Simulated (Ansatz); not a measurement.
Cartesian coordinates in Å:
```
C -0.3457 0.5972 2.4576
C -0.3727 -0.5324 1.4567
O 0.2308 -0.0915 0.2602
Sb 0.5429 -1.4476 -1.1485
Si 0.7894 0.4156 -2.9151
H -0.8212 0.2918 3.3932
H 0.6830 0.8943 2.6705
H -0.8788 1.4651 2.0643
H 0.1545 -1.4082 1.8670
H -1.4123 -0.8426 1.2699
H -1.1165 -1.6372 -1.5807
H 0.7596 -0.2053 -4.2678
H 2.0978 1.0962 -2.7339
H -0.3108 1.4046 -2.7934
```

Total charge 0; spin multiplicity 1. Sb: def2 effective core potential.

List the PBE/def2-TZVPP orbital energies in eV (the Gaussian-basis code of Ansatz). (Best estimate.)

Computed: Occupied: -1779.65, -510.01, -270.08, -268.56, -149.78, -137.42, -102.72, -102.64, -102.54, -94.16, -94.13, -94.13, -33.13, -33.04, -32.97, -32.90, -32.86, -24.61, -18.33, -15.06, -14.25, -12.78, -11.38, -10.95, -9.93, -9.11, -8.87, -8.59, -8.52, -7.52, -7.23, -6.46, -5.65. Lowest empty: -2.02, -1.05, -0.46, 0.21, 0.50, 0.85, 0.92, 1.84.
